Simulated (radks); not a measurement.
Values are calculated unless marked as measured or tabulated.
Xe, configuration [Kr] 4d10 5s2 5p5 7d1 (not the ground configuration). Level of theory: Dirac Kohn-Sham, PBE, spin-unpolarised, spherical densities, finite nucleus; open shells fill j = l - 1/2 first; Fermi nuclear charge, rms radius 4.7859 fm (a radial shooting solver on a logarithmic mesh with Libxc functionals). Some entries of the table are withheld. Estimate them.

orbital  occ.  eigenvalue (hartree)  r(max) (bohr)
1s1/2       2             -1262.445        0.01715
2s1/2       2             -196.6743        0.09710
2p1/2       2                   (1)        0.07439
2p3/2       4                   (2)        0.07927
3s1/2       2             -40.47981         0.2791
3p1/2       2             -35.54367         0.2656
3p3/2       4             -33.27773         0.2764
3d3/2       4             -24.59150         0.2242
3d5/2       6             -24.11263         0.2272
4s1/2       2                   (3)         0.6615
4p1/2       2              -5.81437         0.6772
4p3/2       4              -5.36250         0.7014
4d3/2       4              -2.53597         0.7437
4d5/2       6              -2.46294         0.7520
5s1/2       2              -1.01322          1.615
5p1/2       2              -0.60632          1.823
5p3/2       3              -0.55575          1.900
7d3/2       1              -0.01791          26.62
7d5/2       0              -0.01779          26.73

Answer. 
(1) 2p1/2 eigenvalue (hartree): -184.8005
(2) 2p3/2 eigenvalue (hartree): -172.8706
(3) 4s1/2 eigenvalue (hartree): -7.56195
